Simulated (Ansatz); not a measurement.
`C[Si](N)(F)Cl` → `CF` + `N[Si]Cl` at 700 K and 1 bar (silylene formation by 1,1-elimination).

Gas-phase electronic energies from Ansatz, PBE0-D4/def2-TZVP geometries. CCSD(T)/CBS is the MP2 limit (def2-TZVPP, def2-QZVPP) plus CCSD(T) − MP2 in def2-TZVPP, frozen cores. This one scheme is used for every species. One conformer a species, not always the lowest.

```json
{"species": "`C[Si](N)(F)Cl`", "CCSD(T)/CBS energy (Eh)": "-944.59780", "H − E (kJ/mol)": "258.5", "S (J/(mol·K))": "471.9"}
{"species": "`CF`", "CCSD(T)/CBS energy (Eh)": "-139.63461", "H − E (kJ/mol)": "133.6", "S (J/(mol·K))": "263.9"}
{"species": "`N[Si]Cl`", "CCSD(T)/CBS energy (Eh)": "-804.81589", "H − E (kJ/mol)": "116.1", "S (J/(mol·K))": "343.7"}
```

H − E and S are ideal-gas, rigid-rotor, harmonic terms from PBE0-D4/def2-TZVP, for one conformer and one mirror image of each species. 1 Eh = 2625.50 kJ/mol, R = 8.31446 J/(mol·K).

By hand: ΔE, ΔH, ΔS and ΔG.

ΔE = (-139.63461) + (-804.81589) − (-944.59780) = 0.14730 Eh = 386.7 kJ/mol. Δ(H − E) = 133.6 + 116.1 − 258.5 = -8.8, so ΔH = 377.9 kJ/mol. ΔS = 263.9 + 343.7 − 471.9 = 135.7 J/(mol·K). ΔG = 377.9 − 700 × (135.7)/1000 = 282.9 kJ/mol.

By hand: the equilibrium constant, and the temperature at which ΔG would vanish if ΔH and ΔS stayed fixed.

log₁₀ K = −ΔG/(RT ln 10) = -21.1. ΔG = 0 at ΔH/ΔS = 2785 K, far beyond where these terms or the molecules hold.

The number of gas molecules changes by +1, which sets the sign of ΔS. A doubt of 5 kJ/mol in ΔE shifts log₁₀ K by 0.4 here. Other conformers and mirror images would add mixing entropy, several J/(mol·K) or more a flexible species. These are equilibria of isolated gas molecules and say nothing of rates. Largest T1 diagnostic: 0.013 (customary marks: 0.02 for closed shells, 0.045 for open ones).
